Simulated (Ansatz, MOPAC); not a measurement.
Molecule: SiBrCl, charge 0, multiplicity 1. SMILES: Cl[Si]Br
Geometry from a B3LYP-D3(BJ)/def2-TZVP (Ansatz, a quantum-chemistry and plane-wave program) optimisation:
```xyz
3

Si     0.3791     0.3746     1.0903
Cl     1.1144     1.8306    -0.2184
Br    -0.6929    -1.0390    -0.3300
```
Charge 0, spin multiplicity 1.

Wanted: size of the dipole moment, in D. Terms: dispersion terms only where a functional's name holds one; no spin-orbit coupling; 6-31G* and kin with 6d, 5d where marked; non-relativistic; LANL2DZ with its own core potentials from Na on. Ab initio and DFT rows: single points at B3LYP-D3(BJ) geometries (Ansatz). Semi-empirical rows: dipoles at the shared geometry.

```tsv
level	program	size of the dipole moment (D)
PM3	MOPAC	3.20
SVWN5/6-31G*	Ansatz	1.07
SVWN5/6-31G* with LANL2DZ past Ar	Ansatz	1.15
PBE/def2-SVP	Ansatz	0.75
BLYP/6-31G* with LANL2DZ past Ar	Ansatz	1.24
B3LYP/STO-3G	Ansatz	2.31
B3LYP/3-21G	Ansatz	1.52
B3LYP/LANL2DZ	Ansatz	1.50
B3LYP/6-31G	Ansatz	1.70
B3LYP/6-31G*	Ansatz	1.28
B3LYP/def2-SVP	Ansatz	0.99
B3LYP/6-31G* with LANL2DZ past Ar	Ansatz	1.46
PBE0/6-31G* with LANL2DZ past Ar	Ansatz	1.46
```

No value to compare with is used here. The 13 habitual levels span 0.75 (PBE/def2-SVP) to 3.20 D (PM3).

The levels are drawn from those run, B3LYP/6-31G* more often than the rest, none by its result; runs whose electronic state is in doubt are left out.
